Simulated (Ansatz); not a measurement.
Gas-phase reaction in SMILES: OBO [boronic acid] → [O-]BO + H+
Structures are relaxed separately at B3LYP-D3(BJ)/def2-TZVP in Ansatz (a first-principles code), one conformer each, not searched for the lowest. Frequencies are from Ansatz.
Geometry of the first species:
```xyz
6

B     -0.0618     0.4717    -0.0887
O      1.1892     0.1032     0.2852
O     -1.0389    -0.4792    -0.1889
H     -0.2682     1.6242    -0.3195
H      1.2676    -0.8443     0.4518
H     -1.8927    -0.1309    -0.4590
```
Charge 0, spin multiplicity 1.

Wanted: gas-phase deprotonation energy (enthalpy at 298 K, with B3LYP-D3(BJ) rigid-rotor harmonic-oscillator terms), in kJ/mol. Valence correlation only, unless marked. No spin-orbit coupling. No relativistic terms. Anions need diffuse functions: aug- sets have them; def2-D sets add few; the other sets have none. CBS marks a two-point X^-3 extrapolation of the correlation energy; Hartree-Fock from the larger set. [CCSD(T)-MP2]/basis is that difference in the basis named.

```
level                        program  gas-phase deprotonation energy (kJ/mol)
--------------------  --------------  ---------------------------------------
revPBE-D4/def2-TZVPD  Ansatz + dftd4                                   1497.5
```

Q: Predict the RI-MP2/CBS(aug-cc-pVTZ,aug-cc-pVQZ)+[CCSD(T)-MP2]/aug-cc-pVTZ result (Ansatz).

A: 1514.7 kJ/mol
